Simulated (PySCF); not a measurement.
C4H9O2, SMILES [CH2]C(O)COC, doublet at its GFN2-xTB optimised geometry (Å):

```
15

C     -0.5688    -2.5609    -3.4229
C     -1.0792    -1.1788    -3.4548
O     -2.4751    -1.0976    -3.3402
C     -0.4134    -0.3241    -2.3366
O     -0.8023    -0.8738    -1.0996
C     -0.2946    -0.1655     0.0000
H     -1.1855    -3.3564    -3.0570
H      0.4533    -2.7584    -3.6756
H     -0.8275    -0.6948    -4.4110
H     -2.7056    -1.4159    -2.4584
H      0.6801    -0.3427    -2.4474
H     -0.7623     0.7165    -2.4182
H     -0.6462     0.8738     0.0000
H     -0.6578    -0.6725     0.8916
H      0.8023    -0.1655     0.0000
```

Computed with unrestricted B3LYP/def2-TZVP (PySCF).

Map of the log10 of the electron density (e/bohr³), floored at −4 on the plane z = 1.0 Å:

```
|                               |
|                               |
|                               |
|                               |
|         .......               |
|        ..:::::..              |
|      ..:::---:::..            |
|      .::-------::..           |
|     .::--=====--::..          |
|     .:--==+++==--:::..        |
|    ..:-==+++++===--::..       |
|    .::-=+++++++===---:..      |
|    .:-==++****+++===--:..     |
|    .:-=++******++++==--:.     |
|   ..:-=+**####***+++==-:..    |
|   .:-==+*##%###***++==-::.    |
|   .:-=+*##%%%%##**++==-::.    |
|   .:-=+*#%@@@%##**++==-::.    |
|   .:-=+*#%@@@%##*+++=--:..    |
|   .:-=+*#%@@@%#**++==-::.     |
|   .:-=+**#%%%##*++==--:..     |
|    .:-=+**###**++=---:..      |
|    .:--=+*****++=--::..       |
|     .:--=+++++==--::..        |
|      .:--=====--::..          |
|       .::-----::...           |
|        ...::::...             |
|           ....                |
|                               |
|                               |
|                               |
```
Scale: ten equal steps from -4.00 (start of ' ') to -0.558 (end of '@'), in the order ' .:-=+*#%@'; x runs from -3.00 to 3.00, y from -3.00 (bottom) to 3.00 (top).
